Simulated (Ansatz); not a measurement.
Stepwise reaction of `N[Si](O)(O)F` with ammonia, as a gas-phase model of exchange steps in deposition or etching. ΔE in kJ/mol; ΔG adds harmonic PBE0-D4 terms to CCSD(T)/CBS, at 1 bar.

Computed with Ansatz on PBE0-D4/def2-TZVP structures; ΔE is electronic, products minus reactants. CBS: MP2 limit from def2 TZ/QZ plus the TZ coupled-cluster correction, frozen cores. This one scheme is used for every species. DFT in def2-TZVPP. B3LYP here is the variant with VWN-RPA as its local correlation; programs differ in this. Each species was taken in one conformer, which may not be the lowest.

```csv
step,reaction,PBE-D4,B3LYP-D4,ωB97M-V,CCSD(T)/CBS,ΔG(500 K)
2,`N[Si](N)(O)F` + NH₃ → `N[Si](N)(N)F` + H₂O,49.9,53.1,53.1,51.8,36.1
```

Question: Give the row of step 1, `N[Si](O)(O)F` + NH₃ → `N[Si](N)(O)F` + H₂O. (An estimate is asked.)

Answer: Ansatz gave: 
```json
{"step": "1", "reaction": "`N[Si](O)(O)F` + NH₃ → `N[Si](N)(O)F` + H₂O", "PBE-D4": "40.8", "B3LYP-D4": "43.7", "ωB97M-V": "43.7", "CCSD(T)/CBS": "42.3", "ΔG(500 K)": "38.5"}
```

Question: By hand: ΔE of the 2 steps together at CCSD(T)/CBS.

Answer: (42.3) + (51.8) = 94.1 kJ/mol, or 47.0 kJ/mol a step.

In ΔE each step is higher than the one before. All are uphill at CCSD(T)/CBS. ΔG lies between 36.1 and 38.5 kJ/mol a step. PBE-D4 differs from CCSD(T)/CBS by -1.9 to -1.5 kJ/mol a step. Isolated molecules leave out the surface, adducts and barriers. Largest T1 diagnostic: 0.011.
